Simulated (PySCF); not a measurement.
Choosing a molecule for a target property.

All species are isolated and taken at one optimised geometry, non-relativistic unless stated. Electronic properties by PySCF.

Dipoles, sizes and rotational constants follow the conformer. The torsions of the flexible species, by atom-mapped SMILES:
- `[CH:1]#[C:2][P@:3]([CH3:4])(=[O:5])[C:6]([F:7])([F:8])[F:9]`: C2–P3–C6–F7 66°
- `[O:1]=[C:2]([OH:3])[CH:4]([F:5])[F:6]`: O1–C2–C4–F5 2°, H–O3–C2–O1 3°
- `[Cl:1][CH2:2][CH:3]1[CH2:4][CH2:5]1`: Cl1–C2–C3–C4 151°
- `[CH:1]#[C:2][c:3]1[p:4][c:5]([CH2:6][CH3:7])[cH:8][s:9]1`: P4–C5–C6–C7 -73°
- `[NH2:1][CH2:2][CH:3]1[CH2:4][CH2:5]1`: N1–C2–C3–C4 90°, H–N1–C2–C3 -179°, H–N1–C2–C3 -60°
- `[CH3:1][CH2:2][P@@:3](=[O:4])([OH:5])[C:6]([F:7])([F:8])[F:9]`: C1–C2–P3–O4 55°, C2–P3–C6–F7 76°, H–O5–P3–C2 -147°
- `[CH3:1][NH:2][CH:3]1[CH2:4][CH2:5]1`: C1–N2–C3–C4 -90°
- `[CH3:1][C:2]#[C:3][PH:4][c:5]1[cH:6][cH:7][cH:8][s:9]1`: C3–P4–C5–C6 -53°

Problem. Wanted: electronic spatial extent ⟨r²⟩ about the centre of nuclear charge between 600 bohr² and 1500 bohr² (CAM-B3LYP/def2-SVPD) and lowest triplet excitation (Tamm–Dancoff) below 5.06 eV (TDA CAM-B3LYP/def2-SVPD), at GFN2-xTB geometries. Which candidate meets both?
A. `p1c(csc1C#C)CC`
B. `CC1CNC1`
C. `ClCC1CC1`
D. `O=C(O)C(F)F`
E. `NCC1CC1`
F. `FC(F)([P@@](CC)(O)=O)F`
G. `C#C[P@](C)(=O)C(F)(F)F`

Solution. G. Computed values:
| species | electronic spatial extent ⟨r²⟩ about the centre of nuclear charge | lowest triplet excitation (Tamm–Dancoff) |
| --- | --- | --- |
| CC1CNC1 | 413 bohr² | 5.71 eV |
| NCC1CC1 | 487 bohr² | 6.07 eV |
| O=C(O)C(F)F | 501 bohr² | 5.12 eV |
| ClCC1CC1 | 641 bohr² | 6.70 eV |
| C#C[P@](C)(=O)C(F)(F)F | 1210 bohr² | 5.00 eV |
| FC(F)([P@@](CC)(O)=O)F | 1242 bohr² | 7.49 eV |
| p1c(csc1C#C)CC | 1782 bohr² | 2.48 eV |

Problem. Wanted: HOMO energy between -10.3 eV and -9 eV (CAM-B3LYP/def2-SVPD) and lowest singlet excitation below 6.2 eV (TDDFT CAM-B3LYP/def2-SVPD), at GFN2-xTB geometries. Which candidate meets both?
A. `CNC1CC1`
B. `NCC1CC1`
C. `C(Cl)C1CC1`
D. `CC#CPc1cccs1`
E. `OC(C(F)F)=O`
F. `C#Cc1pc(CC)cs1`
G. `C#C[P@](C)(=O)C(F)(F)F`

Solution. G. Computed values:
```csv
species,HOMO energy,lowest singlet excitation
OC(C(F)F)=O,-10.48 eV,5.66 eV
C#C[P@](C)(=O)C(F)(F)F,-10.11 eV,6.06 eV
C(Cl)C1CC1,-9.61 eV,7.37 eV
NCC1CC1,-8.32 eV,6.38 eV
CNC1CC1,-7.92 eV,6.25 eV
C#Cc1pc(CC)cs1,-7.75 eV,4.20 eV
CC#CPc1cccs1,-7.58 eV,5.17 eV
```

Problem. Wanted: smallest rotational constant between 2 GHz and 2.9 GHz (GFN2-xTB) and dipole moment below 1.3 D (CAM-B3LYP/def2-SVPD), at GFN2-xTB geometries. Which candidate meets both?
A. `O=C(O)C(F)F`
B. `CNC1CC1`
C. `C#C[P@](C(F)(F)F)(C)=O`
D. `NCC1CC1`
E. `CC1CNC1`
F. `ClCC1CC1`
G. `C#Cc1pc(CC)cs1`

Solution. D. Computed values:
| species | smallest rotational constant | dipole moment |
| --- | --- | --- |
| C#Cc1pc(CC)cs1 | 0.634 GHz | 1.67 D |
| C#C[P@](C(F)(F)F)(C)=O | 1.069 GHz | 4.62 D |
| ClCC1CC1 | 1.901 GHz | 2.26 D |
| O=C(O)C(F)F | 2.255 GHz | 2.99 D |
| NCC1CC1 | 2.860 GHz | 1.19 D |
| CNC1CC1 | 2.996 GHz | 0.99 D |
| CC1CNC1 | 3.792 GHz | 1.36 D |

Problem. Wanted: static isotropic polarisability below 50 au (CAM-B3LYP/def2-SVPD) and HOMO–LUMO gap above 9 eV (CAM-B3LYP/def2-SVPD), at GFN2-xTB geometries. Which candidate meets both?
A. `FC(F)(F)[P@@](C#C)(C)=O`
B. `ClCC1CC1`
C. `NCC1CC1`
D. `O=C(O)C(F)F`
E. `C#Cc1pc(CC)cs1`
F. `c1c(PC#CC)scc1`

Solution. D. Computed values:
| species | static isotropic polarisability | HOMO–LUMO gap |
| --- | --- | --- |
| O=C(O)C(F)F | 34.7 au | 10.62 eV |
| NCC1CC1 | 55.7 au | 9.84 eV |
| ClCC1CC1 | 60.5 au | 10.92 eV |
| FC(F)(F)[P@@](C#C)(C)=O | 73.1 au | 10.14 eV |
| c1c(PC#CC)scc1 | 123.6 au | 8.00 eV |
| C#Cc1pc(CC)cs1 | 128.6 au | 6.76 eV |
